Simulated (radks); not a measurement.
The numbers below are computed, except where a source is named.
All-electron atom: Ce2+ in [Xe] 4f0.5 5d1.5 (fractional occupations, a model configuration).

Level of theory: scalar-relativistic Kohn-Sham, LDA (Slater exchange, Perdew-Wang correlation), spin-unpolarised, spherical densities, point nucleus (a radial shooting solver on a logarithmic mesh with Libxc functionals).

Energy parts (eV):
total: -240906.59
kinetic: 255289.53
electron-nucleus: -582808.10
Hartree: 92110.92
exchange-correlation: -5498.94

Orbitals (lengths in bohr, moments of r in powers of bohr; r(90%) holds 90 % of the orbital's charge):
orbital	occ.	eigenvalue (eV)	<r>	r(90%)
1s	2	-40246.62	0.02459	0.0443
2s	2	-6459.506	0.1053	0.163
2p	6	-5789.716	0.09240	0.150
3s	2	-1404.458	0.2790	0.409
3p	6	-1191.428	0.2770	0.415
3d	10	-887.9806	0.2538	0.397
4s	2	-297.4190	0.6368	0.915
4p	6	-227.7014	0.6739	0.980
4d	10	-127.2822	0.7416	1.11
4f	0.5	-21.6027	1.034	1.75
5s	2	-55.3981	1.496	2.15
5p	6	-37.5251	1.721	2.50
5d	1.5	-15.7840	2.469	3.73

The highest occupied level is 5d at -15.784 eV. Summed over all electrons, <r^2> = 48.27 bohr^2, which gives a Langevin (diamagnetic) susceptibility term of -38.2 x 10^-6 cm^3/mol.
